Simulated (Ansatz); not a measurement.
`C[SiH2]C1N=CO1` and `C1=NCO1` differ in one atom or group.

Ansatz, PBE0-D4/def2-TZVP geometries, multiplicity 1. Each molecule was computed in one conformer, which needn't be the lowest.

```
                                      property  `C[SiH2]C1N=CO1`
            LUMO energy (PBE0/def2-TZVPP) / eV              0.07
zero-point energy (PBE0-D4/def2-TZVP) / kJ/mol             251.4
         HOMO energy (ωB97M-V/def2-TZVPP) / eV            -10.25
           HOMO–LUMO gap (PBE/def2-TZVPP) / eV              5.67
          HOMO–LUMO gap (PBE0/def2-TZVPP) / eV              8.02
           HOMO energy (B3LYP/def2-TZVPP) / eV             -7.71
```

Task: Give the same properties after the change, and the shifts. (Estimate.)

Result: The calculation gave: 
```json
{"property": "LUMO energy (PBE0/def2-TZVPP) / eV", "`C1=NCO1`": "0.03", "shift": "-0.04"}
{"property": "zero-point energy (PBE0-D4/def2-TZVP) / kJ/mol", "`C1=NCO1`": "136.9", "shift": "-114.5"}
{"property": "HOMO energy (ωB97M-V/def2-TZVPP) / eV", "`C1=NCO1`": "-10.44", "shift": "-0.19"}
{"property": "HOMO–LUMO gap (PBE/def2-TZVPP) / eV", "`C1=NCO1`": "5.68", "shift": "0.01"}
{"property": "HOMO–LUMO gap (PBE0/def2-TZVPP) / eV", "`C1=NCO1`": "8.13", "shift": "0.11"}
{"property": "HOMO energy (B3LYP/def2-TZVPP) / eV", "`C1=NCO1`": "-7.85", "shift": "-0.14"}
```

The zero-point energy changes by -114.5 kJ/mol with -18 modes.

B3LYP here is the variant with VWN-RPA as its local correlation; programs differ in this.
